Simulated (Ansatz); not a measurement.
The cluster In₄Se₆, relaxed as a singlet with RKS PBE-D4/def2-SVP in Ansatz, starting from the GFN2-xTB geometry. Force threshold 0.03 eV/Å.

In the def2 sets In takes a core potential; there is no spin–orbit coupling. The structure comes from a short search, and lower isomers may exist.

Start:

```xyz
10

In   -3.758   -0.201    1.891
In   -0.589   -0.655    0.269
In   -0.838    1.902   -2.500
In    1.815    0.020    2.900
Se    1.818   -0.665   -2.484
Se    1.015   -2.303   -1.049
Se    2.948    0.806   -1.061
Se    1.167    1.745    0.152
Se   -0.920   -0.949    2.793
Se   -2.658    0.300   -0.912
```

```json
{"step": "1", "energy (eV)": "-412699.5578", "largest force component (eV/Å)": "0.521", "SCF passes": "23"}
{"step": "2", "energy (eV)": "-412699.6075", "largest force component (eV/Å)": "0.655", "SCF passes": "27"}
{"step": "3", "energy (eV)": "-412699.6823", "largest force component (eV/Å)": "0.172", "SCF passes": "21"}
{"step": "4", "energy (eV)": "-412699.7183", "largest force component (eV/Å)": "0.149", "SCF passes": "21"}
{"step": "5", "energy (eV)": "-412699.7310", "largest force component (eV/Å)": "0.125", "SCF passes": "21"}
{"step": "6", "energy (eV)": "-412699.7499", "largest force component (eV/Å)": "0.111", "SCF passes": "22"}
{"step": "7", "energy (eV)": "-412699.7608", "largest force component (eV/Å)": "0.121", "SCF passes": "21"}
{"step": "8", "energy (eV)": "-412699.7638", "largest force component (eV/Å)": "0.071", "SCF passes": "21"}
{"step": "9", "energy (eV)": "-412699.7696", "largest force component (eV/Å)": "0.045", "SCF passes": "21"}
{"step": "10", "energy (eV)": "-412699.7755", "largest force component (eV/Å)": "0.060", "SCF passes": "22"}
{"step": "11 (rejected)", "energy (eV)": "-412699.7709", "largest force component (eV/Å)": "0.211", "SCF passes": "21"}
{"step": "12", "energy (eV)": "-412699.7808", "largest force component (eV/Å)": "0.043", "SCF passes": "21"}
{"step": "13", "energy (eV)": "-412699.7839", "largest force component (eV/Å)": "0.041", "SCF passes": "21"}
{"step": "14", "energy (eV)": "-412699.7858", "largest force component (eV/Å)": "0.049", "SCF passes": "21"}
{"step": "15 (rejected)", "energy (eV)": "-412699.7832", "largest force component (eV/Å)": "0.104", "SCF passes": "22"}
{"step": "16", "energy (eV)": "-412699.7873", "largest force component (eV/Å)": "0.022", "SCF passes": "23"}
```

Force components are those of the run's own axes.

End:

| atom | x (Å) | y (Å) | z (Å) |
| --- | --- | --- | --- |
| In1 | -3.2804 | 0.6612 | 1.8215 |
| In2 | -0.6626 | -0.9333 | 0.2234 |
| In3 | -0.8478 | 1.7757 | -2.3852 |
| In4 | 1.8455 | -0.4430 | 2.4164 |
| Se5 | 1.7703 | -0.5706 | -2.3696 |
| Se6 | 1.3904 | -2.2483 | -0.7376 |
| Se7 | 2.6663 | 1.2125 | -1.0658 |
| Se8 | 0.8302 | 1.5738 | 0.4044 |
| Se9 | -1.0405 | -0.9933 | 2.7565 |
| Se10 | -2.6714 | -0.0346 | -1.0641 |

By distances, no bond broke or formed. The bond that changes most is In4–Se8, from 3.31 to 3.02 Å (atoms count from 1).

No frequencies were taken in this run, so the end may be a saddle point.

Run time 2.2 min (4 threads of Arm Neoverse V2 on a shared host), peak host memory 0.95 GiB.
